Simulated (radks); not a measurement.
Values are calculated unless marked as measured or tabulated.
Question: Ionisation of N, [He] 2s2 2p3, to N+, [He] 2s2 2p2, under several functionals. Scalar-relativistic Kohn-Sham, spin-polarised, spherical densities, finite nucleus; open shells are filled with parallel spins first; a radial shooting solver on a logarithmic mesh with Libxc functionals. Known Delta-SCF values: exchange-only r2SCAN 14.919 eV; r2SCAN 15.470 eV; OLYP 14.828 eV. What does MS2 meta-GGA give, and what is its highest occupied eigenvalue?

Answer: 15.170 eV by Delta-SCF; the 2p eigenvalue is -8.595 eV. NIST: 14.534 eV (measured).
